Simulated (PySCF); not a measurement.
Species: BEt2H, C₄H₁₁B.
Cartesian coordinates in Å at the PBE0-D3(BJ)/def2-SVP level; atoms count from 1:
```
atom  x, y, z in Å
B1    -0.3506   -0.5556    0.0208
C2     1.2153   -0.5913   -0.0638
C3     1.7399   -0.9512    1.3371
H4     1.6384    0.3791   -0.3747
H5     1.5632   -1.3557   -0.7789
H6     2.8404   -0.9842    1.3580
H7     1.4239   -0.2155    2.0945
H8     1.3745   -1.9366    1.6666
C9    -1.1701    0.7794    0.0957
C10   -1.5941    1.1125   -1.3463
H11   -0.5697    1.6131    0.4971
H12   -2.0736    0.6800    0.7192
H13   -2.1872    2.0394   -1.3863
H14   -0.7227    1.2558   -2.0055
H15   -2.2093    0.3112   -1.7861
H16   -0.9526   -1.6144    0.0190
```

Lines to be assigned: B 1s: 195.52 eV; C 1s: 289.95 (area 2), 290.68 (area 2) eV.

Method used: delta-SCF UKS SCAN, pcX-2 on the ionised atom, pcseg-1 elsewhere, spin-free X2C (PySCF 2.14.0). The structure is a single PBE0-D3(BJ)/def2-SVP conformer in the gas phase; no vibrational or solvent corrections.

(1) Which carbon gives which C 1s line?

Results:

(1) 289.95 eV: C2/C9 (carbon bonded to B, C and 2 H); 290.68 eV: C3/C10 (carbon bonded to C and 3 H). The listed C 1s values span 0.73 eV, from C2/C9 (bonded to C, 2 H and B) to C3/C10 (bonded to C and 3 H).

Bonded neighbours of each site: B1: 2 C and H; C2/C9: C, 2 H and B; C3/C10: C and 3 H.

Problem. Which effective nuclear charge Zeff reproduces each element's mean 1s value in the hydrogen-like formula E = 13.606 eV × Zeff²?

Solution. B (Z = 5): mean 195.5 eV, Zeff = 3.79, Z − Zeff = 1.21; C (Z = 6): mean 290.3 eV, Zeff = 4.62, Z − Zeff = 1.38. Means run over the listed sites, weighted by atom count.

Topologically equivalent atoms share the value of their first member; where this conformer doesn't relate them by symmetry, their own values could differ.

The run took 25 s wall on an Arm Neoverse V1 with one thread, shared host, and the process peaked at 0.54 GiB of memory.
